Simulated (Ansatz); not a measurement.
Process, species as SMILES: [GeH2] (GeH2) (closed-shell singlet) → Ge atom + 2 H atom
B3LYP-D3(BJ)/def2-TZVP geometries, fixed; electronic energies without zero-point terms.
Largest species:
```xyz
3

Ge    -0.0030    -0.0010     0.0661
H      0.0397    -1.1207    -1.0751
H      0.0547     1.1536    -1.0391
```

Basis-set convergence of the atomisation energy at PBE with Ansatz (an electronic-structure program). All functions are spherical. The program fits the integrals of some runs and decomposes those of others, by size. Open shells are unrestricted. No added dispersion term, no relativity. Functions are those of the species that has most. Reference: the value in aug-cc-pV5Z, 138.23 kcal/mol, itself unsure by roughly 0.21 kcal/mol (its mean distance from pcseg-4, aug-pcseg-3, aug-cc-pVQZ). Deviations are taken from unrounded values.

```
basis        functions  atomisation energy (kcal/mol)
-----------  ---------  -----------------------------
cc-pVDZ             37                         137.08
aug-cc-pVDZ         54                         136.39
pcseg-1             37                         137.24
aug-pcseg-1         54                         136.95
def2-SVP            42                         138.17
def2-SVPD           54                         138.70
def2-TZVP           60                         138.61
def2-TZVPD          72                         138.78
cc-pVTZ             71                         138.08
aug-cc-pVTZ        105                         137.90
pcseg-2             71                         137.66
aug-pcseg-2        105                         137.86
def2-TZVPP          76                         138.91
def2-TZVPPD         88                         139.04
cc-pVQZ            128                         138.26
aug-cc-pVQZ        185                         138.36
pcseg-3            134                         137.94
aug-pcseg-3        191                         137.97
def2-QZVPP         149                         138.26
def2-QZVPPD        161                         138.29
cc-pV5Z            214                         138.17
aug-cc-pV5Z        300                         138.23
```

What the diffuse functions change, pair by pair:
- cc-pVDZ to aug-cc-pVDZ: 17 more functions, deviation -1.16 to -1.84 kcal/mol
- pcseg-1 to aug-pcseg-1: 17 more functions, deviation -0.99 to -1.28 kcal/mol
- def2-SVP to def2-SVPD: 12 more functions, deviation -0.07 to 0.47 kcal/mol
- def2-TZVP to def2-TZVPD: 12 more functions, deviation 0.38 to 0.55 kcal/mol
- cc-pVTZ to aug-cc-pVTZ: 34 more functions, deviation -0.15 to -0.33 kcal/mol
- pcseg-2 to aug-pcseg-2: 34 more functions, deviation -0.58 to -0.38 kcal/mol
- def2-TZVPP to def2-TZVPPD: 12 more functions, deviation 0.67 to 0.81 kcal/mol
- cc-pVQZ to aug-cc-pVQZ: 57 more functions, deviation 0.02 to 0.13 kcal/mol
- pcseg-3 to aug-pcseg-3: 57 more functions, deviation -0.29 to -0.27 kcal/mol
- def2-QZVPP to def2-QZVPPD: 12 more functions, deviation 0.03 to 0.05 kcal/mol
- cc-pV5Z to aug-cc-pV5Z: 86 more functions, deviation -0.06 to 0.00 kcal/mol

Leaving out the reference's own pair, they bring the value nearer the reference by more than 0.21 kcal/mol in 0 of 10 pairs.
